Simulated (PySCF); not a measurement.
# A fit for the $^{29}$Si shielding

GIAO PBE0/pcSseg-1 on GFN2-xTB geometries (PySCF, gas phase, non-relativistic):

```csv
SMILES,Hirshfeld charge (e) of Si,σ(Si) (ppm)
N#C[C@]1(F)CCNC[SiH2]1,0.335,393.9
N#C[C@]1(F)CCC[SiH2]1,0.359,355.7
C[Si@@H]1CCC[C@]1(F)C#N,0.385,335.5
N#C[C@@]1(F)CCCC[SiH2]1,0.349,381.6
CC[C@@H]1CC[C@](F)(C#N)[SiH2]1,0.347,356.4
```

(1) Fit σ(Si) as a line in the Hirshfeld charge of Si. How well does it hold?

(2) A further member, `N#CC1(F)[SiH2]CCC[SiH2]1`, has x = 0.347. What does the line predict, and what does the calculation give?

Answers

(1) σ = 748.5 − 1081.2 x, with x in e; correlation -0.88, rms deviation 9.9 ppm, largest 16.9 ppm at `CC[C@@H]1CC[C@](F)(C#N)[SiH2]1`. A charge says how many electrons sit at the atom, not how easily they circulate, so such a line holds only within like compounds.

(2) The line gives 373.3 ppm; the calculation 379.7 ppm, a difference of 6.4 ppm, within the usual scatter of the fit.
